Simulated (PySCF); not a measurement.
## Magnetic susceptibility: `C[SiH](C)NN`, C2H10N2Si

Cartesian coordinates in Å; atom numbers follow the order of the lines, from 1:
```xyz
15

C    -1.6447   -1.2170   -0.4806
Si   -0.3045    0.1526   -0.4318
C    -0.5355    1.5319    0.8157
N     1.1182   -0.7091    0.0937
N     2.2748    0.1648    0.4577
H    -1.6074   -1.8523    0.4458
H    -2.6480   -0.8283   -0.6364
H    -1.4357   -2.0008   -1.2494
H    -0.2598    1.0336   -1.6663
H     0.2613    2.3197    0.4989
H    -0.2246    1.1783    1.9298
H    -1.5546    2.0452    0.7414
H     1.4472   -1.6275   -0.2059
H     3.0297    0.0204   -0.2928
H     2.6197   -0.0101    1.4791
```

Level of theory: PySCF, GIAO CAM-B3LYP/pcSseg-1 magnetisability, rotational g tensor and spin-rotation constants, non-relativistic, gas phase. Geometry: GFN2-xTB, normal-mode sample at 300 K.

(1) What are the magnetisability and the molar susceptibility?

(2) Split it along the inertial axes a, b, c into diamagnetic and paramagnetic parts about the centre of mass, with the quadrupole moment.

(3) And the rotational g tensor?

Answers

(1) Isotropic -1117 × 10⁻³⁰ J/T², or -67.3 × 10⁻⁶ cm³/mol; principal values -1231, -1084, -1037 × 10⁻³⁰ J/T², anisotropy 176 × 10⁻³⁰ J/T² (root of half the summed squared differences of the principal values). The susceptibility is in cgs units.

(2) 
```csv
axis,χ (10⁻⁶ cm³/mol),diamagnetic (10⁻⁶ cm³/mol),paramagnetic (10⁻⁶ cm³/mol),summed x² of all electrons (Å²),quadrupole Θ (D Å)
a,-73.4,-352.7,279.3,108.6,+4.89
b,-63.6,-550.5,486.9,62.0,-0.31
c,-64.9,-723.6,658.7,21.2,-4.59
```
Anisotropies 2χaa − χbb − χcc = -18.3 and 2χbb − χaa − χcc = +11.1 × 10⁻⁶ cm³/mol. Θ is traceless in Buckingham's convention.

(3) 
| axis | rotational constant (GHz) | g | nuclear part | electronic part |
| --- | --- | --- | --- | --- |
| a | 5.0844 | +0.0013 | 0.6684 | -0.6671 |
| b | 2.7537 | -0.0080 | 0.6219 | -0.6299 |
| c | 2.0087 | -0.0022 | 0.6193 | -0.6216 |

Asymmetric top; isotopes 12C, 1H, 14N, 28Si; no vibrational averaging.
